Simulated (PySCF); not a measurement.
F2Sb (SMILES [F][Sb+][F]), charge +1, singlet, at a GFN2-xTB geometry (core potentials on Sb); CASSCF(6,5)/def2-SVP (PySCF).

Input for PySCF:
```python
from pyscf import gto, scf, mcscf
import numpy

mol = gto.M(
    atom='''
Sb    0.271323    0.180318    0.156144
F    -0.930767    0.467930   -1.291249
F    -0.606730   -1.489731    0.406436
''',
    basis='def2-svp',
    ecp={'Sb': 'def2-svp'},
    charge=1,
    spin=0,
    verbose=4,
)

mf = scf.RHF(mol)
mf.kernel()
mc = mcscf.CASSCF(mf, 5, 6)
mc.fix_spin_(ss=0.0)
mc.kernel()
occ = numpy.linalg.eigvalsh(mc.fcisolver.make_rdm1(mc.ci, mc.ncas, mc.nelecas))[::-1]
ss = mc.fcisolver.spin_square(mc.ci, mc.ncas, mc.nelecas)[0]
print('natural occupations', occ.round(4), ' <S^2>', round(ss, 4))
```

What the program printed (banner, timings and long lists left out):

```
PySCF version 2.14.0

[INPUT] verbose = 4
[INPUT] num. atoms = 3
[INPUT] num. electrons = 40
[INPUT] charge = 1
[INPUT] spin (= nelec alpha-beta = 2S) = 0
[INPUT] symmetry False subgroup None
[INPUT] Mole.unit = angstrom
[INPUT] Symbol           X                Y                Z      unit          X                Y                Z       unit  Magmom
[...]
nuclear repulsion = 131.516587687626
number of shells = 22
number of NR pGTOs = 109
number of NR cGTOs = 54
basis = def2-svp
ecp = {'Sb': 'def2-svp'}

******** <class 'pyscf.scf.hf.RHF'> ********
method = RHF
initial guess = minao
damping factor = 0
level_shift factor = 0
DIIS = <class 'pyscf.scf.diis.CDIIS'>
diis_start_cycle = 1
diis_space = 8
diis_damp = 0
SCF conv_tol = 1e-09
SCF conv_tol_grad = None
SCF max_cycles = 50
direct_scf = True
direct_scf_tol = 1e-13
Set gradient conv threshold to 3.16228e-05
Initial guess from minao.
init E= -411.815152807486
[...]
cycle= 1 E= -437.448397314326  delta_E= -25.6  |g|= 1.22  |ddm|= 9.09
[...]
cycle= 2 E= -437.670411094653  delta_E= -0.222  |g|= 0.245  |ddm|= 1.93
[...]
cycle= 3 E= -437.675612950126  delta_E= -0.0052  |g|= 0.0217  |ddm|= 0.167
[...]
cycle= 4 E= -437.675894546952  delta_E= -0.000282  |g|= 0.0132  |ddm|= 0.0532
[...]
cycle= 5 E= -437.67594480538  delta_E= -5.03e-05  |g|= 0.00465  |ddm|= 0.0151
[...]
cycle= 6 E= -437.675963030869  delta_E= -1.82e-05  |g|= 0.00129  |ddm|= 0.0133
[...]
cycle= 7 E= -437.675964726254  delta_E= -1.7e-06  |g|= 0.000382  |ddm|= 0.00328
[...]
cycle= 8 E= -437.675964869971  delta_E= -1.44e-07  |g|= 4.18e-05  |ddm|= 0.0011
[...]
cycle= 9 E= -437.675964871146  delta_E= -1.18e-09  |g|= 6.71e-06  |ddm|= 8.31e-05
[...]
cycle= 10 E= -437.675964871179  delta_E= -3.29e-11  |g|= 1.36e-06  |ddm|= 1.35e-05
[...]
Extra cycle  E= -437.675964871178  delta_E= 3.41e-13  |g|= 5.49e-07  |ddm|= 1.93e-06
converged SCF energy = -437.675964871178

******** <class 'pyscf.mcscf.mc1step.CASSCF'> ********
CAS (3e+3e, 5o), ncore = 17, nvir = 32
max_cycle_macro = 50
max_cycle_micro = 4
conv_tol = 1e-07
conv_tol_grad = None
orbital rotation max_stepsize = 0.02
orbital rotation threshold for CI restart = 0.01
augmented hessian ah_max_cycle = 30
augmented hessian ah_conv_tol = 1e-12
augmented hessian ah_linear dependence = 1e-14
augmented hessian ah_level shift = 1e-08
augmented hessian ah_start_tol = 2.5
augmented hessian ah_start_cycle = 3
augmented hessian ah_grad_trust_region = 3
kf_trust_region = 3
kf_interval = 4
ci_response_space = 4
ci_grad_trust_region = 3
with_dep4 0
natorb = False
canonicalization = True
sorting_mo_energy = False
ao2mo_level = 2
internal_rotation = False
******** <class 'pyscf.fci.addons.SpinPenaltyFCISolver'> ********
max. cycles = 50
conv_tol = 1e-08
davidson only = True
linear dependence = 1e-12
level shift = 0.001
max iter space = 12
nroots = 1
pspace_size = 400
spin = None
CASCI E = -437.684904927348  S^2 = 0.0000000
Set conv_tol_grad to 0.000316228
macro iter   1 ( 21 JK    4 micro), CASSCF E = -437.692552431379  dE = -7.64750403e-03  S^2 = 0.0000000
               |grad[o]|=0.0203  |grad[c]|=0.0159  |ddm|=0.0334  |maxRot[o]|= 0.19
macro iter   2 ( 21 JK    4 micro), CASSCF E = -437.696701542867  dE = -4.14911149e-03  S^2 = 0.0000000
               |grad[o]|=0.0166  |grad[c]|=0.00395  |ddm|=0.0135  |maxRot[o]|= 0.15
macro iter   3 ( 12 JK    3 micro), CASSCF E = -437.698457989307  dE = -1.75644644e-03  S^2 = 0.0000000
               |grad[o]|=0.0127  |grad[c]|=0.0104  |ddm|=0.0155  |maxRot[o]|=0.0937
macro iter   4 ( 12 JK    3 micro), CASSCF E = -437.699125120629  dE = -6.67131322e-04  S^2 = 0.0000000
               |grad[o]|=0.0078  |grad[c]|=0.00681  |ddm|=0.00765  |maxRot[o]|=0.119
macro iter   5 ( 12 JK    3 micro), CASSCF E = -437.699320433047  dE = -1.95312418e-04  S^2 = 0.0000000
               |grad[o]|=0.00434  |grad[c]|=0.00252  |ddm|=0.00218  |maxRot[o]|= 0.13
macro iter   6 (  7 JK    2 micro), CASSCF E = -437.699445464412  dE = -1.25031366e-04  S^2 = 0.0000000
[...]
               |grad[o]|=0.000566  |grad[c]|=0.0026  |ddm|=0.000441  |maxRot[o]|=0.0441
macro iter  33 (  7 JK    2 micro), CASSCF E = -437.736752872854  dE = -3.88146134e-07  S^2 = 0.0000000
               |grad[o]|=0.000298  |grad[c]|=0.000535  |ddm|=0.000492  |maxRot[o]|=0.0162
macro iter  34 ( 12 JK    3 micro), CASSCF E = -437.736753513880  dE = -6.41025792e-07  S^2 = 0.0000000
               |grad[o]|=0.000322  |grad[c]|=0.00784  |ddm|=0.00248  |maxRot[o]|=0.0881
macro iter  35 ( 17 JK    4 micro), CASSCF E = -437.736751139127  dE =  2.37475302e-06  S^2 = 0.0000000
               |grad[o]|=0.000332  |grad[c]|=0.005  |ddm|=0.00153  |maxRot[o]|=0.0516
macro iter  36 ( 17 JK    4 micro), CASSCF E = -437.736753290589  dE = -2.15146230e-06  S^2 = 0.0000000
               |grad[o]|=0.000552  |grad[c]|=0.00118  |ddm|=0.000427  |maxRot[o]|=0.0267
macro iter  37 ( 17 JK    4 micro), CASSCF E = -437.736746575239  dE =  6.71534980e-06  S^2 = 0.0000000
               |grad[o]|=0.000283  |grad[c]|=0.00322  |ddm|=0.00141  |maxRot[o]|=0.0513
macro iter  38 ( 18 JK    4 micro), CASSCF E = -437.736749748359  dE = -3.17311958e-06  S^2 = 0.0000000
               |grad[o]|=0.000523  |grad[c]|=0.000803  |ddm|=0.000296  |maxRot[o]|=0.0225
macro iter  39 ( 12 JK    3 micro), CASSCF E = -437.736754026170  dE = -4.27781151e-06  S^2 = 0.0000000
               |grad[o]|=0.00034  |grad[c]|=0.0011  |ddm|=0.000599  |maxRot[o]|=0.0327
macro iter  40 ( 12 JK    3 micro), CASSCF E = -437.736756384911  dE = -2.35874080e-06  S^2 = 0.0000000
               |grad[o]|=0.000318  |grad[c]|=0.000908  |ddm|=0.00117  |maxRot[o]|=0.0478
macro iter  41 ( 13 JK    3 micro), CASSCF E = -437.736759709737  dE = -3.32482642e-06  S^2 = 0.0000000
               |grad[o]|=0.000333  |grad[c]|=0.00237  |ddm|=0.00155  |maxRot[o]|=0.0657
macro iter  42 ( 12 JK    3 micro), CASSCF E = -437.736765977070  dE = -6.26733282e-06  S^2 = 0.0000000
               |grad[o]|=0.000696  |grad[c]|=0.00489  |ddm|=0.0019  |maxRot[o]|=0.0801
macro iter  43 (  7 JK    2 micro), CASSCF E = -437.736770357930  dE = -4.38085999e-06  S^2 = 0.0000000
               |grad[o]|=0.000608  |grad[c]|=0.000883  |ddm|=0.000618  |maxRot[o]|=0.0307
macro iter  44 (  7 JK    2 micro), CASSCF E = -437.736773402414  dE = -3.04448366e-06  S^2 = 0.0000000
               |grad[o]|=0.000656  |grad[c]|=0.000303  |ddm|=0.000519  |maxRot[o]|=0.0226
macro iter  45 ( 12 JK    3 micro), CASSCF E = -437.736785143545  dE = -1.17411315e-05  S^2 = 0.0000000
               |grad[o]|=0.00078  |grad[c]|=0.0084  |ddm|=0.00329  |maxRot[o]|=0.109
macro iter  46 (  7 JK    2 micro), CASSCF E = -437.736792100695  dE = -6.95714942e-06  S^2 = 0.0000000
               |grad[o]|=0.000916  |grad[c]|=0.000604  |ddm|=0.000524  |maxRot[o]|=0.0456
macro iter  47 ( 12 JK    3 micro), CASSCF E = -437.736787825828  dE =  4.27486680e-06  S^2 = 0.0000000
               |grad[o]|=0.000797  |grad[c]|=0.00786  |ddm|=0.000785  |maxRot[o]|=0.092
macro iter  48 ( 21 JK    4 micro), CASSCF E = -437.736801052712  dE = -1.32268843e-05  S^2 = 0.0000000
               |grad[o]|=0.00169  |grad[c]|=0.00488  |ddm|=0.00025  |maxRot[o]|=0.0852
macro iter  49 ( 12 JK    3 micro), CASSCF E = -437.736798888338  dE =  2.16437388e-06  S^2 = 0.0000000
               |grad[o]|=0.00122  |grad[c]|=0.00181  |ddm|=0.000305  |maxRot[o]|=0.0324
macro iter  50 ( 22 JK    4 micro), CASSCF E = -437.736801469094  dE = -2.58075545e-06  S^2 = 0.0000000
               |grad[o]|=0.000552  |grad[c]|=0.00199  |ddm|=9.54e-05  |maxRot[o]|=0.0494
1-step CASSCF not converged,  50 macro (741 JK 161 micro) steps
CASSCF canonicalization
Density matrix diagonal elements [1.97082584 1.97322935 1.99598444 0.02918459 0.03077578]
CASSCF energy = -437.736801469094
CASCI E = -437.736801469094  E(CI) = -17.5537984781541  S^2 = 0.0000000
natural occupations [1.9994 1.9769 1.9707 0.0299 0.0231]  <S^2> 0.0
```

Convergence was not reached.
